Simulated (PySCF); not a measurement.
Working out the excitation energy of N

N [He] 2s2 2p3 (4S) → N [He] 2s1 2p4 (4P). Computed with PySCF 2.14 in x2c-TZVPPall with one added diffuse shell each of s, p, d type (6s4p3d1f, 40 functions), with scalar relativity by spin-free X2C-1e. Frozen: nothing. Energies in hartree (1 hartree = 27.21139 eV):

| part | N (lower) | N (upper) |
| --- | --- | --- |
| UHF | -54.432063 | -54.031312 |
| MP2 opposite-spin | -0.082448 | -0.078051 |
| MP2 same-spin | -0.030457 | -0.030227 |

Task: What does Hartree-Fock give?

Result: (-54.031312) − (-54.432063) = 0.400751 hartree = 10.905 eV.

Task: What do MP2 and SCS-MP2 (6/5 opposite-spin, 1/3 same-spin) give?

Result: The opposite-spin parts differ by 0.120 eV and the same-spin parts by 0.006 eV. MP2: 10.905 + (0.120) + (0.006) = 11.031 eV. SCS-MP2: 10.905 + 1.2 × (0.120) + (0.006)/3 = 11.051 eV.

Measured between the centres of the two terms (NIST): 10.927 eV, so MP2 (valence and next inner shell) is off by 0.104 eV.

What remains against the reference includes basis incompleteness and correlation beyond second order.
